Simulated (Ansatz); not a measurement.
C$_{8}$H$_{10}$, charge -1, doublet, at a GFN2-xTB geometry (a state made from the parent by changing its charge; the spin is typed, not shown lowest) (a gas-phase anion, which may not be bound at this level). Base run: HF/def2-SV(P) in Ansatz (a program for electronic structure).

The Ansatz input:
Ansatz 0.2 input:
```yaml
crystal:
  periodic: [false, false, false]
  atoms:
    - {symbol: C, position_ang: [2.91968377, 0.09169593, 0.07844801]}
    - {symbol: C, position_ang: [1.42264823, 0.03015160, 0.05995341]}
    - {symbol: C, position_ang: [0.69035620, 0.65414483, -1.03610112]}
    - {symbol: C, position_ang: [-0.68919233, 0.59633661, -1.04766472]}
    - {symbol: C, position_ang: [-1.42259562, -0.03126967, -0.06062509]}
    - {symbol: C, position_ang: [-2.91978473, -0.08955007, -0.07715889]}
    - {symbol: C, position_ang: [-0.69030277, -0.65528061, 1.03541880]}
    - {symbol: C, position_ang: [0.68923555, -0.59725524, 1.04711285]}
    - {symbol: H, position_ang: [3.36046027, -0.37049658, -0.81732865]}
    - {symbol: H, position_ang: [3.28828177, 1.12815315, 0.10699217]}
    - {symbol: H, position_ang: [3.32006758, -0.42760933, 0.95232108]}
    - {symbol: H, position_ang: [1.24037784, 1.15406800, -1.82650014]}
    - {symbol: H, position_ang: [-1.22498591, 1.06829562, -1.87529669]}
    - {symbol: H, position_ang: [-3.29007885, -1.12549698, -0.08139276]}
    - {symbol: H, position_ang: [-3.35991395, 0.39442598, 0.80770058]}
    - {symbol: H, position_ang: [-3.31926007, 0.41044532, -0.96263240]}
    - {symbol: H, position_ang: [-1.24027005, -1.15635911, 1.82512375]}
    - {symbol: H, position_ang: [1.22503158, -1.06926625, 1.87471358]}
basis:
  gaussian:
    orbitals: def2-SV_P_.json
hamiltonian:
  xc: hf
total_charge: -1
magnetization: {spin_polarized: true, initial_magnetization: 1}
```
The basis file holds def2-SV(P) in the JSON format of the Basis Set Exchange.

Each row names what was changed in the base input (with any setting that the change needs).

```
change                                                           ΔE vs base (mEh)
---------------------------------------------------------------  ----------------
base                                                                        0.000
lower_state_search = off                                                    0.000
point_charge = charge:0.5 position_ang:-6.3496, 0.6672, 1.1106            -44.814
lower_state_search = full                                                   0.000
nuclear_model = gaussian                                                    0.025
fitting.mean_field = def2-universal-JKFIT                                   0.142
accuracy = high                                                            -0.003
fitting.mean_field = cc-pVTZ-JKFIT                                          0.066
lower_state_search = light                                                  0.000
forces = on                                                                 0.000
point_charge = charge:1.0 position_ang:-6.2819, 1.1132, -1.1376           -91.049
```

A gas-phase anion may not be bound at this level; its values then depend on the basis.
